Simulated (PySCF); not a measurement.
Radial density of Si⁺ (silicon, charge +1)

UHF, [Ne] 3s2 4s1, 2S determinant (an excited configuration). All numbers are calculated (PySCF 2.14, no relativity, point nucleus, in aug-cc-pV(Q+d)Z with one added diffuse shell each of s, p, d, f, g type (8s7p6d4f3g, 114 functions)).

| r (bohr) | 4πr²ρ (e/bohr) | 4πr²(ρα − ρβ) |
| --- | --- | --- |
| 0.00179 | 0.06764 | 0.0000 |
| 0.00301 | 0.1850 | 0.0001 |
| 0.00506 | 0.4941 | 0.0002 |
| 0.00851 | 1.270 | 0.0006 |
| 0.0143 | 3.054 | 0.0014 |
| 0.0241 | 6.583 | 0.0030 |
| 0.0405 | 11.82 | 0.0052 |
| 0.0682 | 15.73 | 0.0056 |
| 0.115 | 13.48 | 0.0014 |
| 0.193 | 9.553 | 0.0018 |
| 0.324 | 13.22 | 0.0186 |
| 0.546 | 12.18 | 0.0081 |
| 0.918 | 3.528 | 0.0180 |
| 1.54 | 1.400 | 0.0709 |
| 2.60 | 0.6149 | -0.0025 |
| 4.37 | 0.2677 | 0.2401 |
| 7.34 | 0.1006 | 0.1006 |
| 12.4 | 0.0009087 | 0.0009 |

The outer electron is Rydberg-like, and this basis confines it to a smaller radius and binds it less than a complete one would.

(1) Where is the radial spin density 4πr²(ρα − ρβ) most negative, and why is it negative at all?

## Answers

(1) Around r = 2.60 bohr, down to -0.0025 e/bohr: exchange with the open shell polarises the paired shells in an unrestricted calculation.
